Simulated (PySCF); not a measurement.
## Vertical excitation energies

Species: C3H10NPSi2.
SMILES with atom numbers: `[CH2:1]=[CH:2]/[CH:3]=[P:4]/[N:5]([SiH3:6])[SiH3:7]` (hydrogens: H8, H9 on C1; H10 on C2; H11 on C3; H12, H13, H14 on Si6; H15, H16, H17 on Si7)

Computed with PySCF 2.14.0, density-fitted response routines, TDDFT B3LYP/def2-SVPD, vertical, gas phase, core orbitals frozen in the response. Isolated species at its GFN2-xTB geometry (one conformer only). Torsions of this conformer, `[CH2:1]=[CH:2]/[CH:3]=[P:4]/[N:5]([SiH3:6])[SiH3:7]`: C1–C2–C3–P4 -179°, C3–P4–N5–Si6 26°.

Question: List the vertical singlet excitations with oscillator strengths and describe the spectrum.

Answer: 

```json
{"state": "S1", "E (eV)": "4.00", "ν̃ (cm⁻¹)": "32280", "f": "0.397", "main configurations (H = HOMO, L = LUMO)": "H→L (90%)"}
{"state": "S2", "E (eV)": "4.56", "ν̃ (cm⁻¹)": "36770", "f": "0.023", "main configurations (H = HOMO, L = LUMO)": "H→L+1 (96%)"}
{"state": "S3", "E (eV)": "4.85", "ν̃ (cm⁻¹)": "39100", "f": "0.079", "main configurations (H = HOMO, L = LUMO)": "H-1→L (89%)"}
{"state": "S4", "E (eV)": "5.33", "ν̃ (cm⁻¹)": "43010", "f": "0.015", "main configurations (H = HOMO, L = LUMO)": "H→L+2 (88%)"}
{"state": "S5", "E (eV)": "5.57", "ν̃ (cm⁻¹)": "44940", "f": "0.0073", "main configurations (H = HOMO, L = LUMO)": "H→L+3 (87%)"}
{"state": "S6", "E (eV)": "5.61", "ν̃ (cm⁻¹)": "45260", "f": "0.053", "main configurations (H = HOMO, L = LUMO)": "H→L+4 (44%), H-2→L (28%), H→L+5 (17%)"}
{"state": "S7", "E (eV)": "5.77", "ν̃ (cm⁻¹)": "46560", "f": "0.0078", "main configurations (H = HOMO, L = LUMO)": "H-2→L (34%), H→L+4 (33%), H→L+6 (12%)"}
{"state": "S8", "E (eV)": "5.89", "ν̃ (cm⁻¹)": "47480", "f": "0.0079", "main configurations (H = HOMO, L = LUMO)": "H→L+5 (63%), H→L+6 (14%), H→L+4 (9%)"}
```

Triplets, Tamm–Dancoff:

| state | E (eV) | λ (nm) | main configurations (H = HOMO, L = LUMO) |
| --- | --- | --- | --- |
| T1 | 2.14 | 580.4 | H→L (97%) |
| T2 | 3.86 | 321.5 | H-1→L (94%) |
| T3 | 4.38 | 283.2 | H→L+1 (86%) |

The lowest singlet lies at 4.00 eV (310 nm, ultraviolet) and is strong; its leading configuration is HOMO→LUMO (90%). The lowest level is also the most intense of those listed (f = 0.397). Löwdin shares by element: HOMO carbon 42% or more, phosphorus 19%, nitrogen 14% (atoms not listed hold the other 24%); LUMO phosphorus 38%, carbon 35% or more, nitrogen 10% (atoms not listed hold the other 18%). The listed states span 1.88 eV, and the widest gap between neighbours is 0.56 eV (S1 to S2). The oscillator strengths of these states sum to 0.589; summed over the whole spectrum of an exact calculation they would give the number of electrons, 78 (Thomas–Reiche–Kuhn). Orbital energies (eV): HOMO-3 -9.06, HOMO-2 -8.34, HOMO-1 -7.51, HOMO -5.83, LUMO -1.83, LUMO+1 -0.47, LUMO+2 0.24. The window holds the lowest 8 singlets.

The run took 42 s on an Arm Neoverse V2 with one thread, shared host with 96 logical CPUs at a one-minute load of 48, and the process peaked at 0.88 GiB of memory.
